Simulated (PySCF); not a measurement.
Al(F)(I)(OH) (AlFHIO), SMILES [OH][Al]([F])[I].

The structure is a stationary point at B3LYP-D3(BJ)/def2-SVP. The def2 effective core potentials stand for the cores of I; spin–orbit coupling is left out. The values are those of a single conformer.

All values below come from B3LYP-D3(BJ)/def2-SVP run with PySCF.

Frequencies are harmonic and unscaled.

```
mode  ν (cm⁻¹)  IR (km/mol)   moving atoms (share of kinetic energy)
----  --------  -----------  ---------------------------------------
1          152          1.6                  F 36 %, O 32 %, Al 22 %
2          195         21.6            F 40 %, O 33 %, I 19 %, H 8 %
3          236         23.4           Al 68 %, F 13 %, O 10 %, H 8 %
4          345        165.5                           H 85 %, O 12 %
5          352         80.6  Al 51 %, F 14 %, I 14 %, H 11 %, O 10 %
6          557        139.9                           H 70 %, O 25 %
7          821        183.5                  F 37 %, Al 35 %, O 21 %
8          958        102.3                  Al 49 %, O 29 %, F 18 %
9         3915        126.9                                   H 94 %
```
